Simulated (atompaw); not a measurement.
## u(r) = r·R(r): atom against pseudo-atom (Ar)

Columns: radius, all-electron u(r) and pseudo u(r) of the 3s shell (level -50.28 eV) of argon in the configuration [He] 2s2 2p6 3s2 3p4; PBE, non-relativistic, PAW (atompaw) scheme, atompaw 4.2.0.5.

| r (bohr) | all-electron | pseudo |
| --- | --- | --- |
| 0.031 | 0.2501 | -0.0585 |
| 0.062 | 0.2376 | -0.1149 |
| 0.092 | 0.1154 | -0.1657 |
| 0.123 | -0.0455 | -0.2125 |
| 0.154 | -0.1993 | -0.2518 |
| 0.185 | -0.3255 | -0.2822 |
| 0.215 | -0.4135 | -0.3021 |
| 0.246 | -0.4682 | -0.3119 |
| 0.277 | -0.4886 | -0.3103 |
| 0.308 | -0.4793 | -0.2971 |
| 0.338 | -0.4467 | -0.2734 |
| 0.369 | -0.3936 | -0.2381 |
| 0.400 | -0.3254 | -0.1927 |
| 0.431 | -0.2464 | -0.1381 |
| 0.462 | -0.1601 | -0.0756 |
| 0.492 | -0.0727 | -0.0091 |
| 0.523 | 0.0194 | 0.0644 |
| 0.554 | 0.1111 | 0.1411 |
| 0.585 | 0.2007 | 0.2195 |
| 0.615 | 0.2844 | 0.2953 |
| 0.646 | 0.3668 | 0.3723 |
| 0.677 | 0.4442 | 0.4466 |
| 0.708 | 0.5163 | 0.5171 |
| 0.738 | 0.5807 | 0.5809 |
| 0.769 | 0.6416 | 0.6416 |
| 0.800 | 0.6967 | 0.6967 |

Q: How many radial nodes do the two functions have?

A: The all-electron 3s function has n − l − 1 = 2; the pseudo-wave has 1, since 1 lower shell of the same l stays in the valence.

Q: Is the pseudo-wave norm-conserving?

A: No, it belongs to a PAW set: the norm inside the radius is not constrained, and the difference is carried by the augmentation charge.
